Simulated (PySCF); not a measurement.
C$_{2}$H$_{6}$ClGa (SMILES [CH3][Ga]([CH3])[Cl]), singlet, geometry from GFN2-xTB (such geometries of metal compounds can be far from the true shape); R2SCAN/3-21G in PySCF.

Input for PySCF:
```python
from pyscf import gto, scf, dft

mol = gto.Mole()
mol.atom = '''
    Ga   -0.238826    0.100834   -0.140928
    C    -1.801463   -1.215728   -0.233938
    H    -1.489747   -2.112350   -0.776704
    H    -2.677611   -0.793048   -0.726654
    H    -2.077411   -1.521984    0.778831
    C    -0.065049    2.001846   -0.875734
    H     0.732351    2.031670   -1.623405
    H     0.216980    2.678727   -0.064580
    H    -0.987966    2.361123   -1.332046
    Cl    1.463887   -0.616864    0.868903
'''
mol.basis = '3-21g'
mol.charge = 0
mol.spin = 0
mol.verbose = 4
mol.build()

mf = dft.RKS(mol)
mf.xc = 'r2scan'
mf.kernel()
mf.analyze()
```

The log (banner, timings and long lists left out):

```
PySCF version 2.14.0

[INPUT] verbose = 4
[INPUT] num. atoms = 10
[INPUT] num. electrons = 66
[INPUT] charge = 0
[INPUT] spin (= nelec alpha-beta = 2S) = 0
[INPUT] symmetry False subgroup None
[INPUT] Mole.unit = angstrom
[INPUT] Symbol           X                Y                Z      unit          X                Y                Z       unit  Magmom
[...]
nuclear repulsion = 340.705483283049
number of shells = 39
number of NR pGTOs = 129
number of NR cGTOs = 65
basis = 3-21g
ecp = {}

******** <class 'pyscf.dft.rks.RKS'> ********
method = RKS
initial guess = minao
damping factor = 0
level_shift factor = 0
DIIS = <class 'pyscf.scf.diis.CDIIS'>
diis_start_cycle = 1
diis_space = 8
diis_damp = 0
SCF conv_tol = 1e-09
SCF conv_tol_grad = None
SCF max_cycles = 50
direct_scf = True
direct_scf_tol = 1e-13
XC library pyscf.dft.libxc version 7.1.2
    S. Lehtola, C. Steigemann, M. J. T. Oliveira, and M. A. L. Marques,  SoftwareX 7, 1–5 (2018)
XC functionals = r2scan
    J. W. Furness, A. D. Kaplan, J. Ning, J. P. Perdew, and J. Sun,  J. Phys. Chem. Lett. 11, 8208–8215 (2020)
    J. W. Furness, A. D. Kaplan, J. Ning, J. P. Perdew, and J. Sun,  J. Phys. Chem. Lett. 11, 9248–9248 (2020)
    J. W. Furness, A. D. Kaplan, J. Ning, J. P. Perdew, and J. Sun,  J. Phys. Chem. Lett. 11, 8208–8215 (2020)
    J. W. Furness, A. D. Kaplan, J. Ning, J. P. Perdew, and J. Sun,  J. Phys. Chem. Lett. 11, 9248–9248 (2020)
radial grids:
    Treutler-Ahlrichs [JCP 102, 346 (1995); DOI:10.1063/1.469408] (M4) radial grids

becke partition: Becke, JCP 88, 2547 (1988); DOI:10.1063/1.454033
pruning grids: <function nwchem_prune>
grids dens level: 3
symmetrized grids: False
atomic radii adjust function: <function treutler_atomic_radii_adjust>
small_rho_cutoff = 0
Set gradient conv threshold to 3.16228e-05
Initial guess from minao.
tot grids = 126872
init E= -2450.63185099063
[...]
cycle= 1 E= -2452.59388222465  delta_E= -1.96  |g|= 0.495  |ddm|= 2.65
[...]
cycle= 2 E= -2452.55546137175  delta_E= 0.0384  |g|= 0.612  |ddm|= 1.12
[...]
cycle= 3 E= -2452.66239652517  delta_E= -0.107  |g|= 0.0208  |ddm|= 0.635
[...]
cycle= 4 E= -2452.6624765782  delta_E= -8.01e-05  |g|= 0.0143  |ddm|= 0.0505
[...]
cycle= 5 E= -2452.6625383451  delta_E= -6.18e-05  |g|= 0.00267  |ddm|= 0.0207
[...]
cycle= 6 E= -2452.66254100537  delta_E= -2.66e-06  |g|= 0.000332  |ddm|= 0.00514
[...]
cycle= 7 E= -2452.6625410448  delta_E= -3.94e-08  |g|= 3.78e-05  |ddm|= 0.000562
[...]
cycle= 8 E= -2452.66254104532  delta_E= -5.18e-10  |g|= 3.16e-06  |ddm|= 5.73e-05
[...]
Extra cycle  E= -2452.66254104532  delta_E=    0  |g|= 2.8e-06  |ddm|= 1e-05
converged SCF energy = -2452.66254104532
**** SCF Summaries ****
Total Energy =                       -2452.662541045318903
Nuclear Repulsion Energy =             340.705483283048977
One-electron Energy =                -4092.043835772006787
Two-electron Energy =                 1298.675811443638622
Two-electron Coulomb Energy =         1414.777869766209733
DFT Exchange-Correlation Energy =     -116.102058322571082
HOMO-LUMO gap [eV] =                     5.272347986864504
**** MO energy ****
[...]
 ** Mulliken pop on meta-lowdin orthogonal AOs  **
 ** Mulliken pop  **
 ** Mulliken atomic charges  **
charge of    0Ga =      0.65174
charge of    1C =     -0.53876
charge of    2H =      0.12277
charge of    3H =      0.11748
charge of    4H =      0.12267
charge of    5C =     -0.53875
charge of    6H =      0.12279
charge of    7H =      0.12264
charge of    8H =      0.11750
charge of    9Cl =     -0.30008
Dipole moment(X, Y, Z, Debye): -2.36510,  0.99513, -1.41036
```
